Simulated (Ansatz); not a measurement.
Geometry optimisation, RKS PBE-D4/def2-SVP (Ansatz 0.2.0).

The input (input.yaml):

```yaml
crystal:
  periodic: [false, false, false]
  atoms:
    - { symbol: Si, position_ang: [-1.222839, 0.335877, -0.065565] }
    - { symbol: S, position_ang: [0.970383, -2.345754, 0.002557] }
    - { symbol: H, position_ang: [-2.315873, 1.372621, 0.109105] }
    - { symbol: H, position_ang: [-1.870216, -1.004886, 0.142338] }
    - { symbol: Si, position_ang: [0.488042, 0.78246, 1.493307] }
    - { symbol: H, position_ang: [0.691712, -1.558354, -1.076327] }
    - { symbol: "N", position_ang: [-0.503103, 0.317705, -1.717607] }
    - { symbol: H, position_ang: [2.272729, -1.953012, 0.013041] }
    - { symbol: H, position_ang: [0.290496, 2.172206, 2.052955] }
    - { symbol: H, position_ang: [1.840845, 0.764075, 0.832164] }
    - { symbol: H, position_ang: [0.464755, -0.184011, 2.643757] }
    - { symbol: H, position_ang: [0.06622, 1.138665, -1.950166] }
    - { symbol: H, position_ang: [-1.173351, 0.162409, -2.479358] }
basis:
  gaussian: { orbitals: def2-SVP }
hamiltonian:
  xc: pbe
  dispersion: d4
relax:
  f_tol: 0.03
  max_steps: 50
```

Command:

```bash
$ ansatz run input.yaml --threads 2 --pin off --max-ram 3072MiB --backend cpu --events-out ev --progress --plain --runs-dir out
```

**Question.** Where does it end, and by what steps?

**Answer.** The forces met the threshold. After 10 steps the energy has fallen by 0.060 eV; H4 moved furthest, 0.38 Å.

```tsv
step	energy less start (eV)	largest force component (eV/Å)	accepted
0	0.0000	0.563	yes
1	-0.0249	0.296	yes
2	-0.0368	0.212	yes
3	-0.0458	0.185	yes
4	-0.0476	0.206	yes
5	-0.0552	0.053	yes
6	-0.0574	0.035	yes
7	-0.0587	0.037	yes
8	-0.0592	0.043	yes
9	-0.0594	0.039	yes
10	-0.0596	0.016	yes
```

```xyz
13
Properties=species:S:1:pos:R:3
Si -1.260 0.448 -0.056
S 1.179 -2.378 -0.166
H -2.164 1.664 -0.066
H -2.126 -0.744 0.249
Si 0.447 0.758 1.548
H 0.560 -1.465 -1.010
N -0.497 0.112 -1.627
H 2.349 -1.684 -0.204
H 0.188 2.056 2.277
H 1.779 0.897 0.855
H 0.505 -0.348 2.561
H 0.171 0.816 -1.963
H -1.131 -0.131 -2.398
```

Time of the run: 23 s on 2 threads of Arm Neoverse V2, with other jobs on the host, peak memory 0.15 GiB.
